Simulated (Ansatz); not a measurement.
Relaxation of the cluster Be₃O₃ with RKS r2SCAN-D4/def2-SVP.

```sh
$ ansatz run in.yaml --threads 4 --pin off --events-out ev --progress --plain --max-ram 3916MiB
```

```yaml
crystal:
  periodic: [false, false, false]
  atoms:
    - {symbol: Be, position_ang: [-0.751190, -1.061000, -0.193030]}
    - {symbol: Be, position_ang: [-0.553240, 1.188310, 0.096870]}
    - {symbol: Be, position_ang: [1.304060, -0.127240, 0.096750]}
    - {symbol: O, position_ang: [0.867980, 1.225490, 0.223080]}
    - {symbol: O, position_ang: [0.639180, -1.372770, -0.112090]}
    - {symbol: O, position_ang: [-1.506800, 0.147210, -0.111580]}
basis:
  gaussian: {orbitals: def2-SVP}
hamiltonian: {xc: r2scan, dispersion: d4}
scf: {omitted_lower_state_checks: [starts]}
output: {orbitals: {seedname: orbitals}}
relax: {f_tol: 0.02, max_steps: 100}
```

Run time 4 s (4 threads of Intel Xeon Platinum 8488C on a shared host).

Positions (Å) and forces (eV/Å) at steps 1, 2, 3, 4 of 4:

```xyz
6
step=1 energy=-7342.4835 eV
Be   -0.751   -1.061   -0.193   -0.074   -0.096   -0.020
Be   -0.553    1.188    0.097   -0.049    0.113    0.008
Be    1.304   -0.127    0.097    0.128   -0.022    0.006
O     0.868    1.225    0.223    1.377    1.959    0.358
O     0.639   -1.373   -0.112    1.018   -2.183   -0.176
O    -1.507    0.147   -0.112   -2.399    0.229   -0.176
6
step=2 energy=-7342.6989 eV
Be   -0.750   -1.059   -0.193    0.092    0.133    0.025
Be   -0.552    1.186    0.097    0.072   -0.147   -0.011
Be    1.302   -0.127    0.096   -0.159    0.011   -0.011
O     0.891    1.258    0.229    0.682    0.971    0.176
O     0.656   -1.409   -0.115    0.504   -1.083   -0.089
O    -1.546    0.151   -0.114   -1.190    0.113   -0.089
6
step=3 energy=-7342.7858 eV
Be   -0.738   -1.042   -0.190    0.013    0.019    0.001
Be   -0.543    1.167    0.095    0.009   -0.022   -0.003
Be    1.281   -0.125    0.095   -0.023    0.001   -0.004
O     0.918    1.296    0.236   -0.040   -0.055   -0.008
O     0.676   -1.452   -0.118   -0.029    0.063    0.008
O    -1.594    0.156   -0.118    0.069   -0.006    0.007
6
step=4 energy=-7342.7861 eV
Be   -0.737   -1.041   -0.190   -0.002   -0.002    0.001
Be   -0.543    1.166    0.095   -0.001    0.002    0.001
Be    1.280   -0.125    0.095    0.003   -0.001    0.001
O     0.917    1.294    0.236    0.000    0.000   -0.001
O     0.675   -1.450   -0.118    0.000    0.000   -0.001
O    -1.592    0.155   -0.118    0.000    0.000   -0.001
```

The structure comes from a short search, and lower isomers may exist.
